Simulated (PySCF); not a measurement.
The multiplicity is imposed and other spin states were not computed.

```xyz
14

Zn     0.0829     0.1165     0.0059
C     -1.3494     0.7727     1.1219
H     -1.9855     1.4873     0.5599
H     -0.9545     1.3025     2.0128
H     -1.9999    -0.0534     1.4745
N      1.4383    -0.5052    -1.0532
C      2.4959    -1.3524    -0.5642
C      1.5600    -0.1883    -2.4533
H      2.5416    -2.3407    -1.0951
H      3.5134    -0.8930    -0.6846
H      2.3715    -1.5756     0.5171
H      2.5163     0.3471    -2.6974
H      1.5443    -1.1002    -3.1080
H      0.7302     0.4661    -2.7963
```

Charge 0, multiplicity 1.

Problem. Give the Mulliken and meta-Löwdin atomic charges from TPSSh-D3(BJ)/def2-TZVP // PBE-D3(BJ)/def2-SVP (PySCF).

Solution. 
```csv
atom,Mulliken (e),meta-Löwdin (e)
Zn1,0.26,1.07
C2,-0.54,-0.81
H3,0.13,0.11
H4,0.13,0.11
H5,0.13,0.11
N6,-0.23,-0.69
C7,-0.25,-0.20
C8,-0.25,-0.20
H9,0.10,0.08
H10,0.10,0.08
H11,0.11,0.09
H12,0.10,0.08
H13,0.10,0.08
H14,0.11,0.09
```
